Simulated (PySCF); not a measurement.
CH3AlCl, charge +1.

```xyz
6

Al     0.0000     0.0000    -0.4109
C      0.0000     0.0000    -2.3218
H     -0.8933    -0.5158    -2.6800
H      0.8933    -0.5158    -2.6800
H      0.0000     1.0315    -2.6800
Cl     0.0000     0.0000     1.6066
```
Charge +1, spin multiplicity 1.

The structure is a stationary point at B3LYP-D3(BJ)/def2-TZVP. The multiplicity is an assumed one; other spin states were not compared. The isomer is the one that the SMILES or the coordinates give; other isomers of the formula were not compared.

All values below come from PBE/pcSseg-2 (PySCF). Non-relativistic, no solvent.

Computed absolute GIAO shielding of each atom: isotropic value and principal components (ppm):
```csv
atom,σ(iso),σ11,σ22,σ33,span
Al1,351.4,133.9,133.9,786.4,652.5
C2,185.7,175.7,175.7,205.7,30.0
H3,29.7,25.0,26.5,37.5,12.5
H4,29.7,25.0,26.5,37.5,12.5
H5,29.7,25.0,26.5,37.5,12.5
Cl6,806.6,636.0,636.0,1147.9,511.9
```
